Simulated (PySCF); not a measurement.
Vertical excitations of a molecule C2H4BFO2 from TDA-PBE0/def2-SVPD run with PySCF, as energy in eV (oscillator strength): 7.00 (0.023), 7.12 (0.028), 7.70 (0.001), 8.17 (0.024), 8.24 (0.001), 8.42 (0.014), 8.51 (0.038), 8.68 (0.006), 9.07 (0.009), 9.10 (0.019). Lowest triplet (TDA): 6.64 eV. Geometry: PBE0-D3(BJ)/def2-SVP. One conformer was computed; it need not be the lowest.

**Question.** Which molecule gave these data?
A) FB1COCO1
B) CB(F)C(=O)O
C) CC1OB(F)O1
D) COB(F)C=O

**Answer.** A, FB1COCO1
